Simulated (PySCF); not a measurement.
## Orbital picture of PrC

PBE at R = 1.856 Å; basis Pr x2c-SVPall, C x2c-SVPall; spin-free X2C with a Gaussian nucleus; PySCF 2.14. State: quartet, about 2.5 electrons in the 4f shell (Mulliken), real f orbitals that mix terms. Only the outer orbitals are listed, counted within each symmetry.

```tsv
spin	orbital	occ.	ε (eV)	on Pr (%)	main shells (%)
α	13σ	1	-9.36	26	73 C s, 14 Pr d
α	14σ	1	-4.04	59	37 C p, 35 Pr f, 14 Pr d
α	7π	1	-3.93	52	47 C p, 32 Pr d, 19 Pr f
α	7π	1	-3.93	52	47 C p, 32 Pr d, 19 Pr f
α	1φ	1	-3.34	100	100 Pr f
α	15σ	1	-2.87	91	48 Pr f, 16 Pr s, 14 Pr d
α	3δ	0	-2.77	100	97 Pr f
α	3δ	0	-2.77	100	97 Pr f
α	16σ	0	-2.62	98	63 Pr s, 20 Pr d, 9 Pr f
β	6π	1	-20.57	100	100 Pr p
β	6π	1	-20.57	100	100 Pr p
β	13σ	1	-8.59	27	73 C s, 13 Pr d
β	7π	1	-3.66	49	51 C p, 37 Pr d, 10 Pr f
β	7π	1	-3.66	49	51 C p, 37 Pr d, 10 Pr f
β	14σ	0	-2.46	73	29 Pr d, 27 Pr s, 25 C p
β	15σ	0	-2.15	84	52 Pr s, 23 Pr p, 14 C p
β	3δ	0	-1.77	100	90 Pr f, 10 Pr d
```

Q: Which are the highest filled and the lowest empty level, where do they sit, and how wide is the gap?

A: Highest filled α 15σ at -2.87 eV (in %: 48 Pr f, 16 Pr s, 14 Pr d); lowest empty α 3δ at -2.77 eV (in %: 97 Pr f); the gap at PBE is 0.10 eV.

| Property | Result |
| --- | --- |
| bond order (Mayer) | 3.03 |
| ⟨S²⟩ | 3.788 |
| charge on Pr (Mulliken, basis-dependent) | 0.16 |
| charge on Pr (Löwdin, basis-dependent) | 0.05 |
| dipole moment (positive dipole means Pr(−)C(+)) | -4.69 D |
| polarisability along the bond | 164.9 bohr³ |
| polarisability across the bond | 31.7 bohr³ |

Spin–orbit coupling is left out. With d or f electrons several states lie close, and the lowest PBE0 determinant need not be the measured ground state.
